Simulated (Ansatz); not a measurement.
A nudged elastic band was laid between two geometries of Cl2FHSi (5 atoms, charge 0, multiplicity 1).

Computed with RKS PBE/def2-SVP in Ansatz 0.2.0.

```yaml
movable_images: 5
climbing_image: yes
spring: 5.0 eV/Å²
optimiser: quadratic models (default)
start_path: through a guess of the saddle point
force_threshold: 0.05 eV/Å
iteration_limit: 60
end_points: relaxed
```

Initial state:

```xyz
5
Properties=species:S:1:pos:R:3
Si 0.187 -0.029 0.255
H -0.082 0.000 1.718
Cl 2.208 -0.035 -0.105
F -0.446 1.300 -0.433
Cl -0.693 -1.675 -0.603
```

Final state:

```xyz
5
Properties=species:S:1:pos:R:3
Si -0.954 0.018 0.051
H 1.616 0.075 2.126
Cl 2.011 -0.064 0.896
F -0.667 1.221 -1.040
Cl -0.831 -1.690 -1.202
```

Question: Which bonds break or form, and what moves?

Answer: Bonds broken: Si1–H2, Si1–Cl3. Bonds formed: H2–Cl3. Cl2FHSi becomes ClFSi + ClH.

Question: What energy profile does the band end with?

Answer: It converged. The highest image is number 3 of 0 to 6, 60.5 kcal/mol above the first end and 10.7 kcal/mol above the last; the last end lies 49.8 kcal/mol above the first. Neighbouring images differ by up to 1.3 eV, so the band resolves the path poorly. A vibrational analysis at the climbing image gives one clearly imaginary mode, 767i cm⁻¹: a first-order saddle point. The orbitals stay closed-shell, which can raise the energy where a bond breaks towards radicals; this wasn't checked here.

| image | path coordinate (Å) | energy (kcal/mol) | Si1–H2 (Å) | Si1–Cl3 (Å) | H2–Cl3 (Å) |
| --- | --- | --- | --- | --- | --- |
| 0 | 0.00 | 0.0 | 1.49 | 2.05 | 2.93 |
| 1 | 0.46 | 8.8 | 1.47 | 2.07 | 2.48 |
| 2 | 0.92 | 39.8 | 1.48 | 2.24 | 2.01 |
| 3 | 1.38 | 60.5 | 1.64 | 2.53 | 1.62 |
| 4 | 1.88 | 53.0 | 2.13 | 2.94 | 1.34 |
| 5 | 2.38 | 50.8 | 2.72 | 3.08 | 1.30 |
| 6 | 2.88 | 49.8 | 3.30 | 3.08 | 1.30 |

Question: What is the geometry of the highest image?

Answer: 
```xyz
5
Properties=species:S:1:pos:R:3:forces:R:3
Si -0.382 -0.015 0.344 0.01 -0.01 0.05
H 0.842 0.033 1.433 -0.01 0.00 -0.01
Cl 2.148 -0.050 0.486 0.01 0.00 0.00
F -0.604 1.274 -0.632 -0.01 0.04 -0.02
Cl -0.828 -1.684 -0.800 0.00 -0.02 -0.01
```

Time of the run: 100 s on 1 thread of Arm Neoverse V1, on a shared host, peak memory 0.12 GiB.
